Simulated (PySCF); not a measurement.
**The second ionisation energy along group 11**

All values are computed (PySCF 2.14, energy differences of UHF-based or UKS calculations, no spin-orbit coupling). Values in eV. The last column holds reference values (NIST; (s) semi-empirical, (t) theoretical, else measured). Unmarked ones compare directly (S terms, centres of terms, or small fine structure); those marked * lie between the lowest fine-structure levels and include a spin-orbit shift.

```tsv
element	configurations	MP2 (valence and next inner shell)	SCS-MP2 (valence and next inner shell)	CCSD(T) (valence and next inner shell)	LDA	PBE0	MP2 (valence)	reference
Cu (def2-TZVPPD, non-relativistic)	[Ar] 3d10 → [Ar] 3d9	21.538	20.968	20.232	21.732	20.417	20.879	20.292 *
Ag (def2-TZVPPD with the def2 core potential (28 electrons), ECP)	[Kr] 4d10 → [Kr] 4d9	21.704	21.435	21.330	22.224	21.565	21.728	21.484 *
Au (def2-TZVPPD with the def2 core potential (60 electrons), ECP)	[Xe] 4f14 5d10 → [Xe] 4f14 5d9	20.855	20.625	20.549	21.405	20.782	20.865	20.203 ± 0.025 *
```

"Valence" correlates the outer s and p shells and, in groups 3 to 12 and the f block, the outer d or f shell, open or full, or the next shell where the ion has no valence electron left; the wider scheme adds the next inner shell.
